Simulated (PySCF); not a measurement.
**AlPb and its ions**

PBE0; Al def2-SVP, Pb def2-SVP with ECP60; scalar-relativistic core potentials (PySCF 2.14). Neutral (UKS): quartet (σ ↑, π ↑↑), Re = 2.715 Å, ωe = 248 cm⁻¹, De = 2.11 eV, HOMO -5.18 eV, LUMO -2.61 eV.

AlPb⁺ (UKS): triplet (σ ↑, π ↑), Re = 3.052 Å, ωe = 156 cm⁻¹. The energies at the minima are -435.07486 hartree for AlPb and -434.82417 for AlPb⁺.

Work out the adiabatic ionisation energy, without and with harmonic zero-point energies (1 hartree = 27.2114 eV, 1 eV = 8065.5 cm⁻¹), and the change of the bond length.

At PBE0: 0.25069 hartree = 6.822 eV between the minima; the zero-point term (156.0 − 248.0)/2 cm⁻¹ = -0.006 eV makes it 6.816 eV. Re changes by +33.7 pm against the neutral. The electron leaves a π orbital, and the longer bond of the ion fits a bonding orbital, or a change in how ionic the bond is.

Spin–orbit coupling is left out, which matters for elements this heavy, above all for dissociation energies. States were picked by a PBE0 search and need not be the measured ground states.
